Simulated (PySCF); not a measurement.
Work out the structure from these simulated measurements.

Formula: CH9OPSi2.

| Property | Result |
| --- | --- |
| XPS | Si2p3/2 106.8, Si2p3/2 107.1, P2p3/2 135.9, C1s 292.4, O1s 538.0, Si1s 1846.6, Si1s 1847.0, P1s 2149.4 eV [ΔSCF SCAN, pcX-2 on the ionised atom, pcseg-1 elsewhere, spin-free X2C, 2p3/2 from a spin–orbit splitting computed afterwards within the 2p shell] |
| UV, strongest line | among the 10 lowest singlet transitions: S4 at 6.63 eV (187 nm, f = 0.082) [TDDFT PBE0/def2-SVPD] |
| Polarisability | 102.5 au [PBE0/def2-SVPD] |
| Valence photoelectron | vertical ionisation energy: 9.35 eV [ΔSCF PBE0/def2-SVPD] |
| UV, first state | lowest singlet excitation: 6.10 eV (203 nm, f = 0.012) [TDDFT PBE0/def2-SVPD] |
| Rotational structure | rotational constants A, B, C: 7.052, 0.968, 0.881 GHz [PBE0-D3(BJ)/def2-SVP] |
| 13C NMR | chemical shifts (computed TMS as zero) by class: 55.7 (1 C) ppm [GIAO CAM-B3LYP/pcSseg-2] |

The electronic properties come from PySCF, for the isolated species, density fitting. Levels stand in brackets. Geometry: PBE0-D3(BJ)/def2-SVP, one conformer, isolated molecule. Each NMR value is the plain mean over a class of atoms that symmetry, rotation or inversion makes alike.

Task: What is the compound? Reason from the data.

Result: Numbering: `[CH3:1][O:2][SiH2:3][PH:4][SiH3:5]`. The one carbon: methoxy carbon [C1] (55.7 ppm). The core levels belong to: Si2p3/2 106.8 eV, SiH3 silicon [Si5]; Si2p3/2 107.1 eV, oxygen-bound silicon [Si3]; P2p3/2 135.9 eV, three-coordinate phosphorus [P4]; C1s 292.4 eV, methoxy carbon [C1]; O1s 538.0 eV, silyl ether oxygen [O2]; Si1s 1846.6 eV, SiH3 silicon [Si5]; Si1s 1847.0 eV, oxygen-bound silicon [Si3]; P1s 2149.4 eV, three-coordinate phosphorus [P4]. The first electron is taken from the HOMO, whose largest Löwdin shares are 0.62 on the three-coordinate phosphorus, 0.11 on the oxygen-bound silicon, 0.10 on the SiH3 silicon and 0.06 on the P–H hydrogen. By its constants the optimised geometry is an asymmetric top. Structure: `CO[SiH2]P[SiH3]`. Computed isomers that give other values at the same levels: `C[Si@H](P)O[SiH3]` (rotational constant A: 2.914 GHz; this holds for the one conformer computed); `[SiH3]CO[SiH2]P` (rotational constant A: 7.461 GHz; this holds for the one conformer computed). The assignments are read from this structure; whether some other isomer fits the data as well wasn't checked.

Conformer computed: `[CH3:1][O:2][SiH2:3][PH:4][SiH3:5]`: C1–O2–Si3–P4 -178°, O2–Si3–P4–Si5 -173°.
